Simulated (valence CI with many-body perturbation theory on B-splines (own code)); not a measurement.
**Energy levels of Ce52+**

Calculated by relativistic CI+MBPT: four valence electrons over a frozen Dirac-Fock core [He], radial functions for each j: 11 s, 11 p, 10 d, 8 f, 5 g, 2 h, with the one-electron correlation potential Σ1 (screened to all orders), the two-electron term Σ2, the three-electron term Σ3, Breit, model QED; selected single and double excitations, second order for the rest, scaled by the run's own slope (own B-spline code, finite nucleus).

No measured spectrum was set against this ion. As an estimate, large intervals hold to a few tenths of a per cent, small ones and those within an open d or f shell to about a per cent. Among the levels kept, up to 880 cm⁻¹ of a level comes from second order outside the variational space, and about a tenth of that is noise between levels of different J, which matters for small intervals.

Levels 46 to 90 of 208, with energies above the lowest level, (2s^2 2p1/2^2) J=0. "Leading %" is the weight of the configuration and term that name the level; weights of strongly mixed levels are sums over their largest components and can fall short, so below about 35 % the name and the second component can differ from the true leading terms, or belong to a minority configuration. In the jj column 3d3/2^4 stands for four electrons in 3d with j = 3/2. Lifetimes count E1, E2, E3, M1 and M2 decay at the calculated energies, and are blank where another channel may lead or the interval is too uncertain; long ones can be off by a factor of two.

```tsv
No.	Configuration	Term	J	E (× 10³ cm⁻¹)	Leading %	Lifetime	Leading jj
46	2s 2p2 3s	3P	1	52972	67	10.5 fs	2s 2p1/2 2p3/2 3s (97 %)
47	2s 2p2 3s	3D	3	53044	55	21.6 fs	2s 2p1/2 2p3/2 3s (91 %)
48	2s 2p2 3s	3P	2	53209	40	10.9 fs	2s 2p1/2 2p3/2 3s (95 %)
49	2s 2p2 3p	5P°	1	53322	39	16.1 fs	2s 2p1/2 2p3/2 3p1/2 (99 %)
50	2s2 2p 3p	1P	1	53361	43	86.7 fs	2s^2 2p3/2 3p3/2 (84 %)
51	2s 2p2 3p	5D°	2	53395	47	8.03 fs	2s 2p1/2 2p3/2 3p1/2 (99 %)
52	2s2 2p 3p	3D	3	53419	91	117 fs	2s^2 2p3/2 3p3/2 (91 %)
53	2s 2p2 3s	3P	0	53510	81	11.1 fs	2s 2p1/2 2p3/2 3s (81 %)
54	2s2 2p 3p	3P	2	53535	35	42.3 fs	2s^2 2p3/2 3p3/2 (52 %)
55	2s 2p2 3s	3D	1	53572	52	14.1 fs	2s 2p1/2 2p3/2 3s (97 %)
56	2s 2p2 3s	3P	1	53603	29	13.2 fs	2s 2p1/2 2p3/2 3s (87 %)
57	2s 2p2 3p	3D°	3	53605	32	4.62 fs	2s 2p1/2 2p3/2 3p1/2 (97 %)
58	2s2 2p 3p	3P	2	53662	26	27.0 fs	2s 2p1/2 2p3/2 3s (56 %)
59	2s2 2p 3p	1S	0	53785	55	44.8 fs	2s^2 2p3/2 3p3/2 (81 %)
60	2s 2p2 3p	3P°	2	53814	40	7.45 fs	2s 2p1/2 2p3/2 3p1/2 (96 %)
61	2s2 2p 3d	3D°	2	53938	40	1.82 fs	2s^2 2p3/2 3d3/2 (83 %)
62	2s2 2p 3d	3P°	1	53981	33	1.57 fs	2s^2 2p3/2 3d3/2 (54 %)
63	2s2 2p 3d	3P°	0	53984	45	1.85 fs	2s 2p1/2 2p3/2 3p1/2 (54 %)
64	2s2 2p 3d	3F°	3	54010	51	2.33 fs	2s^2 2p3/2 3d3/2 (91 %)
65	2s 2p2 3p	3F°	2	54064	42	75.2 fs	2s 2p1/2 2p3/2 3p1/2 (88 %)
66	2s 2p2 3p	3D°	1	54083	33	7.31 fs	2s 2p1/2 2p3/2 3p1/2 (54 %)
67	2s2 2p 3d	3P°	0	54090	54	10.3 fs	2s^2 2p3/2 3d3/2 (54 %)
68	2s2 2p 3d	3F°	4	54185	97	23.2 ps	2s^2 2p3/2 3d5/2 (97 %)
69	2s2 2p 3d	3P°	2	54268	47	2.25 fs	2s^2 2p3/2 3d5/2 (95 %)
70	2s 2p2 3p	3D°	1	54319	31	9.45 fs	2s 2p1/2 2p3/2 3p1/2 (98 %)
71	2s2 2p 3d	3D°	3	54378	53	1.08 fs	2s^2 2p3/2 3d5/2 (89 %)
72	2s2 2p 3d	1P°	1	54447	61	1.63 fs	2s^2 2p3/2 3d5/2 (94 %)
73	2s 2p2 3p	5D°	3	54463	49	20.1 fs	2s 2p1/2 2p3/2 3p3/2 (96 %)
74	2s 2p2 3p	5P°	1	54521	28	6.91 fs	2s 2p1/2 2p3/2 3p3/2 (94 %)
75	2s 2p2 3p	3D°	2	54611	45	7.52 fs	2s 2p1/2 2p3/2 3p3/2 (97 %)
76	2s 2p2 3p	3P°	0	54705	83	4.46 fs	2s 2p1/2 2p3/2 3p3/2 (99 %)
77	2s 2p2 3p	3F°	4	54735	58	1.40 ps	2s 2p1/2 2p3/2 3p3/2 (98 %)
78	2s 2p2 3p	3P°	2	54777	46	7.54 fs	2s 2p1/2 2p3/2 3p3/2 (92 %)
79	2s 2p2 3p	1P°	1	54843	36	4.65 fs	2s 2p1/2 2p3/2 3p3/2 (88 %)
80	2s 2p2 3p	3D°	3	54896	51	7.84 fs	2s 2p1/2 2p3/2 3p3/2 (98 %)
81	2s 2p2 3d	5F	2	54962	45	5.33 fs	2s 2p1/2 2p3/2 3d3/2 (99 %)
82	2s 2p2 3d	5D	1	54974	51	6.89 fs	2s 2p1/2 2p3/2 3d3/2 (99 %)
83	2s 2p2 3d	5D	0	54979	84	28.0 fs	2s 2p1/2 2p3/2 3d3/2 (99 %)
84	2s 2p2 3d	5F	3	55025	55	5.71 fs	2s 2p1/2 2p3/2 3d3/2 (93 %)
85	2p3 3s	3P°	2	55098	19	24.2 fs	2s 2p1/2 2p3/2 3p3/2 (58 %)
86	2s 2p2 3d	5F	4	55208	61	137 fs	2s 2p1/2 2p3/2 3d5/2 (63 %)
87	2s 2p2 3p	3P°	1	55217	16	12.3 fs	2s 2p1/2 2p3/2 3p3/2 (53 %)
88	2s 2p2 3p	3D°	3	55226	42	11.7 fs	2s 2p1/2 2p3/2 3p3/2 (99 %)
89	2s 2p2 3d	3F	4	55267	40	146 fs	2s 2p1/2 2p3/2 3d3/2 (55 %)
90	2s 2p2 3p	3D°	2	55289	26	12.4 fs	2s 2p1/2 2p3/2 3p3/2 (81 %)
```
